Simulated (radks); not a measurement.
Tb+, 64 electrons, occupied as [Kr] 4d10 4f11 5s2 5p4 6s1 (not the ground configuration).

All-electron calculation, Dirac Kohn-Sham, BLYP, spin-unpolarised, spherical densities, point nucleus; open shells fill j = l - 1/2 first. Program: a radial shooting solver on a logarithmic mesh with Libxc functionals.

Energy parts (Ry):
part                       energy
total                 -23435.7608
kinetic                25635.6446
electron-nucleus      -57686.4854
Hartree                 9131.4465
exchange-correlation    -516.3665

Orbitals (lengths in bohr, moments of r in powers of bohr; r(max) is where P^2 peaks; r(90%) holds 90 % of the orbital's charge):
| orbital | occ. | eigenvalue (Ry) | <1/r> | <r> | r(90%) | r(max) |
|---|---|---|---|---|---|---|
| 1s1/2 | 2 | -3808.356 | 73.13 | 0.02150 | 0.0389 | 0.01364 |
| 2s1/2 | 2 | -631.0707 | 17.48 | 0.09094 | 0.142 | 0.07766 |
| 2p1/2 | 2 | -599.7250 | 17.46 | 0.07588 | 0.125 | 0.05858 |
| 2p3/2 | 4 | -544.8191 | 15.35 | 0.08283 | 0.134 | 0.06450 |
| 3s1/2 | 2 | -139.9279 | 6.379 | 0.2389 | 0.351 | 0.2199 |
| 3p1/2 | 2 | -126.3024 | 6.294 | 0.2286 | 0.343 | 0.2072 |
| 3p3/2 | 4 | -114.9656 | 5.761 | 0.2418 | 0.362 | 0.2197 |
| 3d3/2 | 4 | -91.50152 | 5.642 | 0.2140 | 0.334 | 0.1743 |
| 3d5/2 | 6 | -89.02679 | 5.509 | 0.2181 | 0.339 | 0.1778 |
| 4s1/2 | 2 | -27.74404 | 2.659 | 0.5424 | 0.780 | 0.5053 |
| 4p1/2 | 2 | -22.41367 | 2.551 | 0.5541 | 0.807 | 0.5092 |
| 4p3/2 | 4 | -19.90372 | 2.367 | 0.5847 | 0.852 | 0.5360 |
| 4d3/2 | 4 | -11.13879 | 2.142 | 0.6214 | 0.937 | 0.5430 |
| 4d5/2 | 6 | -10.68844 | 2.096 | 0.6325 | 0.953 | 0.5518 |
| 5s1/2 | 2 | -3.88756 | 0.9904 | 1.342 | 1.94 | 1.193 |
| 5p1/2 | 2 | -2.48276 | 0.8642 | 1.522 | 2.24 | 1.309 |
| 5p3/2 | 2 | -2.17344 | 0.8001 | 1.627 | 2.40 | 1.393 |
| 6s1/2 | 1 | -0.66160 | 0.3386 | 3.724 | 5.41 | 3.265 |
| 4f5/2 | 6 | -0.46098 | 1.424 | 1.009 | 1.85 | 0.5617 |
| 4f7/2 | 5 | -0.41005 | 1.391 | 1.048 | 1.94 | 0.5677 |

The highest occupied level is 4f7/2 at -5.579 eV. Summed over all electrons, <r^2> = 57.05 bohr^2, which gives a Langevin (diamagnetic) susceptibility term of -45.2 x 10^-6 cm^3/mol.
